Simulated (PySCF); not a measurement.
**Correlation energy of Ho⁴⁹⁺ (holmium, charge +49)**

Starting occupation: [Ar]. Calculation: PySCF 2.14, in an even-tempered Gaussian basis (18 s from 4.4 bohr⁻², ratio 2.6; 14 p from 5.7 bohr⁻², ratio 2.6; 5 d from 5.8 bohr⁻², ratio 2.8; 3 f from 93 bohr⁻², ratio 2.8); X2C-1e with screened-nucleus spin-orbit coupling, Gaussian nucleus. Frozen: [Ne]; 8 electrons correlated; the 62 highest virtual spinors left out.

MP2 pair energies summed by pair of shells (mhartree):

```tsv
pair	energy	share (%)
3p3/2-3p3/2	-189.38	42.5
3p1/2-3p3/2	-163.01	36.6
3p1/2-3p1/2	-41.67	9.3
3p3/2-3s1/2	-23.89	5.4
3s1/2-3s1/2	-15.03	3.4
3p1/2-3s1/2	-13.00	2.9
```

Total MP2 correlation energy: -445.97 mhartree.

The virtual space was cut to 50 spinors, which keep -430.24 of the -445.97 mhartree of MP2 correlation.

| level | correlation energy (mhartree) |
| --- | --- |
| CCSD | -471.89 |
| (T) | -1.87 |
| CCSD(T) | -473.76 |

Diagnostics: T1 = 0.00020, largest double amplitude 0.036.

Cost of the coupled-cluster step: roughly 19 core-seconds, for 8 occupied and 50 virtual spinors.

The coupled-cluster values are those of the cut space; adding the MP2 remainder, -15.73 mhartree, estimates the full space.

At this charge the one-electron X2C treatment keeps the bare 1/r₁₂, with no two-electron picture change or Breit term. The effect here is smaller than on the frozen 1s shell.
